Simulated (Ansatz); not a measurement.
**Counterpoise correction, worked out**

The pair of NH4⁺ (SMILES [NH4+], atoms 1–5) and SbH3 (SMILES [SbH3], atoms 6–9), both closed shells, in one local arrangement (a lower one may exist), relaxed at PBE0-D4/def2-TZVP:

```
9
angstrom
N 0.0149 0.1762 -1.3615
H -0.3445 0.1587 -0.3809
H 0.9668 0.5472 -1.3612
H -0.5836 0.7682 -1.9402
H 0.0211 -0.7743 -1.7357
Sb -0.2164 -0.2674 2.4223
H -1.2295 0.2458 1.1076
H 0.3293 -1.5723 1.4506
H 1.0419 0.7179 1.7991
```

Computed with Ansatz 0.2.0 (basis: def2-TZVPPD); correlated methods freeze the cores. Filled d shells of the heavier atoms are correlated. Core potentials replace the inner electrons of the atoms past krypton. The def2 sets are not built for correlating such inner shells, so the correlated values are less sure here.

CCSD(T) total energies in eV:

| system | geometry | basis functions | energy |
| --- | --- | --- | --- |
| pair | pair | all | -8114.53592 |
| NH4⁺ | as in the pair | all (partner as ghosts) | -1546.06280 |
| SbH3 | as in the pair | all (partner as ghosts) | -6568.04701 |
| NH4⁺ | as in the pair | its own | -1546.05895 |
| SbH3 | as in the pair | its own | -6568.01886 |
| NH4⁺ | free (PBE0-D4 minimum) | its own | -1546.06872 |
| SbH3 | free (PBE0-D4 minimum) | its own | -6568.04061 |

(1) Work out the interaction energy with and without the counterpoise correction, the superposition error, and the binding energy from the relaxed fragments.

T1 diagnostic: at most 0.015.

Answers

(1) Without correction: -8114.53592 − (-1546.05895) − (-6568.01886) = -0.45811 eV.
With correction (each fragment in the whole basis): -8114.53592 − (-1546.06280) − (-6568.04701) = -0.42611 eV = -9.83 kcal/mol.
The superposition error is the difference, 0.03200 eV, 7 % of the uncorrected value: each fragment borrows its partner's functions.
Deformation from the free shapes: 0.00977 eV for NH4⁺ and 0.02175 eV for SbH3.
Binding energy from relaxed fragments: -0.42611 + 0.00977 + 0.02175 = -0.39459 eV = -9.10 kcal/mol (electronic, without zero-point energy; negative means bound). For comparison, the corrected interaction energy by CCSD(T) at an estimated basis limit (MP2 extrapolated from triple and quadruple zeta, plus CCSD(T) − MP2 in triple zeta) is -0.451 eV; triple zeta with the correction binds less.

For scale, one of the runs: CCSD(T)/def2-TZVPPD, 212 basis functions, launched by `ansatz run in.yaml --threads 4 --pin off --events-out ev --progress --plain --max-ram 9574MiB`. Hardware: 4 CPU threads of an Arm Neoverse V2, shared host. Wall time 64 s; peak host memory 3.3 GiB.
